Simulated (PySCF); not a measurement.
Species: GeH9NSi2.
Atom-mapped SMILES: `[SiH3:1][SiH2:2][NH:3][GeH3:4]` (hydrogens: H5, H6, H7 on Si1; H8, H9 on Si2; H10 on N3; H11, H12, H13 on Ge4)

Method: PBE0-D3(BJ)/def2-SVP geometry optimisation, gas phase in PySCF; density fitting, grid level 1; the optimiser is geomeTRIC in internal coordinates, started from a GFN2-xTB structure with every atom displaced at random (about 0.01 Å).

Geometry at step 1:
```
atom  x, y, z in Å
Si1     2.3173   -0.1508   -0.0236
Si2     0.6073    0.2127    1.5447
N3     -0.9425   -0.0026    0.7884
Ge4    -1.4688    0.4256   -0.9441
H5      3.6593    0.2029    0.5454
H6      2.0756    0.7175   -1.2185
H7      2.3327   -1.5846   -0.4639
H8      0.7687   -0.7419    2.6940
H9      0.8807    1.5847    2.1070
H10    -1.7304   -0.0889    1.4255
H11    -1.2026    1.9305   -1.2782
H12    -0.6825   -0.4678   -1.9538
H13    -2.9787    0.1237   -1.0344
```

Q: Give the atomic forces at this geometry.

A: 
```json
{"atom": "Si1", "Fx (eV/Å)": "-0.038", "Fy (eV/Å)": "-0.110", "Fz (eV/Å)": "-0.036"}
{"atom": "Si2", "Fx (eV/Å)": "0.294", "Fy (eV/Å)": "0.034", "Fz (eV/Å)": "0.058"}
{"atom": "N3", "Fx (eV/Å)": "-0.165", "Fy (eV/Å)": "0.129", "Fz (eV/Å)": "-0.265"}
{"atom": "Ge4", "Fx (eV/Å)": "0.299", "Fy (eV/Å)": "0.003", "Fz (eV/Å)": "-0.004"}
{"atom": "H5", "Fx (eV/Å)": "-0.088", "Fy (eV/Å)": "-0.022", "Fz (eV/Å)": "0.014"}
{"atom": "H6", "Fx (eV/Å)": "0.034", "Fy (eV/Å)": "-0.006", "Fz (eV/Å)": "-0.046"}
{"atom": "H7", "Fx (eV/Å)": "0.032", "Fy (eV/Å)": "0.080", "Fz (eV/Å)": "-0.021"}
{"atom": "H8", "Fx (eV/Å)": "-0.088", "Fy (eV/Å)": "0.038", "Fz (eV/Å)": "-0.076"}
{"atom": "H9", "Fx (eV/Å)": "-0.145", "Fy (eV/Å)": "-0.027", "Fz (eV/Å)": "0.002"}
{"atom": "H10", "Fx (eV/Å)": "-0.008", "Fy (eV/Å)": "-0.015", "Fz (eV/Å)": "-0.012"}
{"atom": "H11", "Fx (eV/Å)": "-0.054", "Fy (eV/Å)": "-0.336", "Fz (eV/Å)": "0.086"}
{"atom": "H12", "Fx (eV/Å)": "-0.147", "Fy (eV/Å)": "0.213", "Fz (eV/Å)": "0.256"}
{"atom": "H13", "Fx (eV/Å)": "0.075", "Fy (eV/Å)": "0.020", "Fz (eV/Å)": "0.043"}
```

The largest, 0.36 eV/Å, acts on H12; the rms over all components is 0.127 eV/Å. The forces sum to zero within rounding, as they must for an isolated molecule in no field.

Q: Give the force on H12 in Eh/bohr and in nN.

A: 0.364 eV/Å ÷ 51.422 = 0.00708 Eh/bohr, and 0.364 eV/Å × 1.602 = 0.58 nN.

Q: How far is this geometry from the end of the optimisation?

A: 0.039 eV above it, and 0.368 Å rms away after alignment. The bonds farthest from their final lengths, with half the difference of the two atoms' forces along the bond (positive lengthens):

```
   bond  now (Å)  final (Å)  force along bond (eV/Å)
 N3–Ge4    1.861      1.838                    -0.20
Ge4–H12    1.561      1.538                    -0.26
Ge4–H11    1.564      1.545                    -0.20
 Si2–H9    1.508      1.503                    -0.08
 Si1–H7    1.500      1.496                    -0.09
 Si2–H8    1.503      1.500                    -0.07
```

The angle farthest from its final value is Si2–Si1–H5, 111.2° against 107.3°.

Of the 3 listed bonds off by 0.010 Å or more, this force points towards the final length in 3.

The cost below is that of the whole optimisation. Time: 2.5 min of wall time; peak memory 0.55 GiB. Hardware: an Intel Xeon Platinum 8259CL at 2.50 GHz with one thread, shared host.
